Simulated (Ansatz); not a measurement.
`[SiH3][SeH]` + `C=CN=C` → `C=C/N=C\[SeH]` + SiH₄  (formal exchange of groups at the Se–Si bond)

Isolated molecules relaxed with PBE0-D4/def2-TZVP in Ansatz; ΔE leaves out vibrations. CBS: MP2 limit from def2 TZ/QZ plus the TZ coupled-cluster correction, frozen cores. This one scheme is used for every species. Functionals use def2-TZVPP. B3LYP here is the variant with VWN-RPA as its local correlation; programs differ in this. For Se outer-core shells are correlated without core-valence functions, which leaves a few kJ/mol of doubt a bond. Scalar relativity is left out up to krypton. Each species was taken in one conformer, which may not be the lowest.

```json
{"level": "PBE-D4", "ΔE (kJ/mol)": "69.4", "difference from CCSD(T)/CBS": "-15.5"}
{"level": "PBE0-D4", "ΔE (kJ/mol)": "80.5", "difference from CCSD(T)/CBS": "-4.4"}
{"level": "B3LYP-D4", "ΔE (kJ/mol)": "75.5", "difference from CCSD(T)/CBS": "-9.4"}
{"level": "ωB97M-V", "ΔE (kJ/mol)": "83.3", "difference from CCSD(T)/CBS": "-1.6"}
{"level": "B2PLYP", "ΔE (kJ/mol)": "80.3", "difference from CCSD(T)/CBS": "-4.6"}
{"level": "PBE0", "ΔE (kJ/mol)": "84.4", "difference from CCSD(T)/CBS": "-0.5"}
{"level": "B3LYP", "ΔE (kJ/mol)": "82.9", "difference from CCSD(T)/CBS": "-2.0"}
{"level": "MP2/def2-TZVPP", "ΔE (kJ/mol)": "75.6", "difference from CCSD(T)/CBS": "-9.3"}
{"level": "SCS-MP2/def2-TZVPP", "ΔE (kJ/mol)": "78.0", "difference from CCSD(T)/CBS": "-6.9"}
{"level": "CCSD/def2-TZVPP", "ΔE (kJ/mol)": "85.0", "difference from CCSD(T)/CBS": "0.1"}
{"level": "CCSD(T)/def2-TZVPP", "ΔE (kJ/mol)": "79.6", "difference from CCSD(T)/CBS": "-5.3"}
{"level": "HF/def2-QZVPP", "ΔE (kJ/mol)": "105.7", "difference from CCSD(T)/CBS": "20.8"}
{"level": "MP2/def2-QZVPP", "ΔE (kJ/mol)": "78.6", "difference from CCSD(T)/CBS": "-6.3"}
{"level": "SCS-MP2/def2-QZVPP", "ΔE (kJ/mol)": "81.0", "difference from CCSD(T)/CBS": "-3.9"}
{"level": "HF/CBS(def2)", "ΔE (kJ/mol)": "105.7", "difference from CCSD(T)/CBS": "20.8"}
{"level": "MP2/CBS(def2)", "ΔE (kJ/mol)": "80.9", "difference from CCSD(T)/CBS": "-4.0"}
{"level": "CCSD(T)/CBS", "ΔE (kJ/mol)": "84.9", "difference from CCSD(T)/CBS": "0"}
```

Largest T1 diagnostic among the species: 0.013.

The D4 term adds −7.3 kJ/mol with B3LYP and −3.9 kJ/mol with PBE0; it sums over pairs of atoms, weighted by their polarisabilities, and B3LYP, whose exchange is more repulsive, gets the larger term. In def2-TZVPP, CCSD(T) changes the Hartree–Fock value by −26.0 kJ/mol (the triples alone add −5.4 kJ/mol) and MP2 by −30.1 kJ/mol.
